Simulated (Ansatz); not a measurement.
Molecule: C$_{3}$H$_{8}$FSi, charge 0, multiplicity 2. It need not be the lowest isomer of its formula. 
Geometry from a B3LYP-D3(BJ)/def2-TZVP (Ansatz, a program for electronic structure) optimisation:
SMILES: [Si]([CH2])(C)(C)F
```xyz
13

Si    -0.0338    -0.0255    -0.0186
F      0.0899    -0.3254    -1.6024
C     -1.5700    -0.8510     0.5649
C      1.4852    -0.7261     0.8093
C     -0.1181     1.8257     0.2032
H     -2.2106    -1.4323    -0.0890
H     -1.9094    -0.7975     1.5942
H      1.5773    -1.7974     0.6231
H      1.4378    -0.5756     1.8906
H      2.3886    -0.2353     0.4402
H     -0.2326     2.0815     1.2594
H     -0.9648     2.2500    -0.3389
H      0.7952     2.3014    -0.1614
```
Charge 0, spin multiplicity 2.

Property: atomisation energy (electronic, to ground-state atoms); the coupled-cluster value holds the core correlation from cc-pwCVTZ, in eV. Correlated levels leave the core frozen unless marked. UHF or UKS for open shells. No spin-orbit coupling. Non-relativistic. CBS marks a two-point X^-3 extrapolation of the correlation energy; Hartree-Fock from the larger set.

Level to compare with: CCSD(T)/CBS(cc-pV(T+d)Z,cc-pV(Q+d)Z) plus the core term (Ansatz), 51.89 eV. It is a level with limits of its own, and the differences hold the functionals' basis error too.

**Question.** Rank these functionals by how close they come to CCSD(T)/CBS(cc-pV(T+d)Z,cc-pV(Q+d)Z), closest first: BHLYP/def2-TZVPD (Ansatz); BLYP/def2-TZVPD (Ansatz); B3LYP/def2-TZVPD (Ansatz).

**Answer.** B3LYP/def2-TZVPD (global hybrid, 51.23 eV, difference -0.66), BLYP/def2-TZVPD (GGA, 50.74 eV, difference -1.15), BHLYP/def2-TZVPD (global hybrid, 50.35 eV, difference -1.54)
